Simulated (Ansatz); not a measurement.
Cartesian coordinates in Å:
```
B -0.8907 -0.3499 0.0623
N -0.7071 0.5766 -1.0538
C 0.4826 0.4907 -0.5392
N 0.5484 -0.7243 0.1664
H -1.7731 -0.4788 0.8482
H 1.2694 1.2506 -0.5201
H 1.0706 -0.7649 1.0362
```

Charge 0, multiplicity 1. The bonds changed during the relaxation, so this is another structure than the one it started from.

(1) List the B3LYP/def2-TZVPP orbital energies in eV (Ansatz 0.2.0). (Best estimate.)

Results:

(1) The calculation gave: Occupied: -390.14, -389.04, -279.88, -184.90, -27.69, -22.95, -16.84, -15.35, -13.03, -11.74, -11.55, -9.49, -8.07, -7.35. Lowest empty: -1.20, 0.02, 0.71, 1.72, 2.17, 2.19, 2.90, 3.62.

B3LYP here is the variant with VWN-RPA as its local correlation; programs differ in this.
